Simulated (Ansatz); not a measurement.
A structure relaxed at PBE-D4/def2-TZVP in Ansatz, charge 0, doublet:

Cartesian coordinates in Å:
```
Au -0.3225 -0.8856 1.3724
Au 0.4439 -1.5118 -1.1240
Au -0.0098 1.1194 -0.3138
H -0.7591 -0.1830 2.7127
H 0.3041 1.9051 -1.6233
H 0.5930 -3.1110 -1.1211
H -0.2496 2.6669 0.0973
```

(1) Give its formula and point group.

(2) Summarise the bond lengths by kind (pairs closer than 1.2 times the sum of covalent radii, bridged metal pairs left out).

## Answers

(1) the cluster H4Au3. Point group Cs (tolerance 0.1 Å).

(2) 3 × Au–Au 2.64 to 2.79 Å; 4 × Au–H 1.56 to 1.62 Å.

In the def2 sets Au takes a core potential; there is no spin–orbit coupling. The relaxation made no stability test and no search for a lower SCF solution. No other spin state of charge 0 was run. Another isomer (doublet) lies 0.62 eV lower at PBE0-D4/def2-TZVP; other spin states weren't run for this one.
